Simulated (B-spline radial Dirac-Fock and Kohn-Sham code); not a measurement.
# Binding energies of Pd³⁺ at several levels of theory

System: Pd³⁺ in the configuration [Kr] 4d7.

The density-functional columns are spherical, spin-unpolarised Dirac-Kohn-Sham results without Breit or QED terms: −ε is minus the orbital energy of the initial state and ΔSCF the difference of two total energies. The reference in the last column comes from multi-electron Dirac-Fock with separately optimised hole states, Breit and Lamb-shift corrections added in first order. All numbers are from a radial atomic solver, in eV; a selection of levels is shown. For the 1s level of heavy atoms much of the gap between ΔSCF and the reference is the Breit and QED part, -73.1 eV here; for other levels the error of the functional can be larger.

| level | LDA −ε | LDA ΔSCF | PBE −ε | PBE ΔSCF | Dirac-Fock |
| --- | --- | --- | --- | --- | --- |
| 1s | 24162.6 | 24467.5 | 24193.2 | 24499.0 | 24402.0 |
| 2s | 3563.7 | 3617.7 | 3567.2 | 3621.0 | 3663.2 |
| 2p1/2 | 3310.7 | 3377.5 | 3311.9 | 3378.6 | 3384.1 |
| 2p3/2 | 3151.6 | 3215.0 | 3152.5 | 3215.8 | 3227.0 |
| 3s | 676.2 | 695.6 | 677.3 | 696.6 | 725.1 |
| 3p1/2 | 576.2 | 596.0 | 576.5 | 596.3 | 614.6 |
| 3p3/2 | 548.5 | 567.7 | 548.7 | 568.0 | 586.5 |
| 3d5/2 | 365.2 | 385.8 | 364.8 | 385.4 | 386.7 |
| 4s | 126.0 | 135.5 | 126.0 | 135.5 | 143.3 |
| 4p1/2 | 94.71 | 103.8 | 94.56 | 103.6 | 106.7 |
| 4p3/2 | 90.06 | 98.96 | 89.97 | 98.89 | 102.1 |
| 4d | 41.86 | 49.56 | 41.63 | 49.34 | 47.68 |

Task: Order the estimates of the K (1s) level by their distance from the Dirac-Fock value, nearest first.
A. LDA ΔSCF
B. LDA −ε
C. PBE −ε
D. PBE ΔSCF

Result: A (65.4 eV), D (97.0 eV), C (208.8 eV), B (239.4 eV).

Values without a named source are computed, but for edge energies of neutral atoms, which are taken from tables.
